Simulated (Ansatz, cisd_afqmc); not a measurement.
System: SnS, charge 0, singlet. SnS (SMILES [S]=[Sn]).
B3LYP-D3(BJ)/def2-TZVP minimum from Ansatz (an electronic-structure program):
```
Sn
S 1 2.2226
```
Charge 0, spin multiplicity 1.

Total energies in def2-SVP, 10 correlated electrons, 14 frozen orbitals. Radicals and triplets start from unrestricted determinants; spin-orbit coupling is neglected. Correlated methods leave the cores frozen (noble-gas shells, and filled d and f shells in the p block). Past Kr the def2 sets carry scalar-relativistic core potentials. The Monte Carlo rows (phaseless AFQMC, CISD trial, step 0.005/hartree) carry one-sigma bars that omit the constraint's bias. Outlying blocks are dropped, and bars are widened where a walk drifts. Over all cases where full CI ran beside it in this data, AFQMC minus full CI had a median of +0.1 mEh and passed +0.4 mEh in a tenth of the cases. Spin-orbit terms, left out, reach several kcal/mol for Br and I, and more for heavier atoms. The T1 diagnostic of SSn ([S]=[Sn], singlet) reaches 0.034 in the sets run.

| method | program | energy (Eh) | minus CCSDTQ (mEh) |
|---|---|---|---|
| HF | Ansatz | -610.79089 | 222.74 |
| MP2 | Ansatz | -610.98226 | 31.37 |
| CCSD | Ansatz | -610.99969 | 13.94 |
| CCSD(T) | Ansatz | -611.01180 | 1.84 |
| CCSDT(Q) | Ansatz | -611.01388 | -0.25 |
| CCSDTQ | Ansatz | -611.01363 | 0.00 |
| AFQMC/CISD | cisd_afqmc | -611.0131 ± 0.0004 | 0.6 ± 0.4 |

Rough core times of Ansatz's runs on a shared machine: CCSD(T) under 20 s, CCSDT(Q) under 20 s, CCSDTQ 4 min.
